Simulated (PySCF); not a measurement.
A GIAO shielding run with PySCF 2.14.0 with density-fitted response routines (density fitting, non-relativistic, gas phase) on `[H]/N=C(/CCS[SiH3])C(C)=S`, C5H11NS2Si:

```
$ OMP_NUM_THREADS=1 python probes_run.py task.json out

{"job": {"kind": "nmr", "xc": "PBE0", "basis": "pcSseg-1"}, "charge": 0, "multiplicity": 1}
C      3.404102    -0.709830    -0.174408
C      2.158891    -0.154170     0.432126
S      2.119992     0.254033     2.011151
C      0.977375     0.025193    -0.440313
N      0.955443    -0.213068    -1.683534
C     -0.303003     0.489536     0.190244
C     -1.025135    -0.697089     0.824271
S     -2.621676    -0.217369     1.562904
Si    -3.812799     0.167878    -0.180071
H      3.771367    -0.043544    -0.957378
H      3.209683    -1.684578    -0.625365
H      4.176068    -0.817313     0.582900
H      1.821812    -0.549660    -2.095393
H     -0.107803     1.239983     0.956700
H     -0.928128     0.916678    -0.594410
H     -0.442816    -1.110186     1.647675
H     -1.209411    -1.476335     0.084822
H     -5.175430     0.059326     0.306882
H     -3.458619    -0.854052    -1.157473
H     -3.515061     1.501221    -0.694366
```

Hardware: 1 thread of an Intel Xeon Platinum 8488C, shared host. The job also computes population analyses, field gradients.

Task: How large is the calculation?

Result: 94 electrons, 229 basis functions and 1252 auxiliary functions.

Task: How long does it take, and how much memory does it need?

Result: 69 s of wall time, with 14 SCF cycles and 6 response iterations; peak memory 1.1 GiB. Times on a shared host scatter by some tens of per cent.
